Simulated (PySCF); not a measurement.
A structure optimised at TPSSh-D3(BJ)/def2-TZVP, used in a PySCF frequency run:

```
B
O 1 1.3581
H 2 0.9651 1 115.13
H 1 1.1894 2 117.80 3 180.00
S 1 1.8146 4 115.98 2 180.00
H 5 1.3458 1 98.86 4 180.00
```

Task: Write its SMILES, formula and point group.

Result: OBS, BH₃OS, Cs

Task: What are its rotational constants (standard atomic weights)?

Result: 48.497, 5.3393, 4.8097 GHz
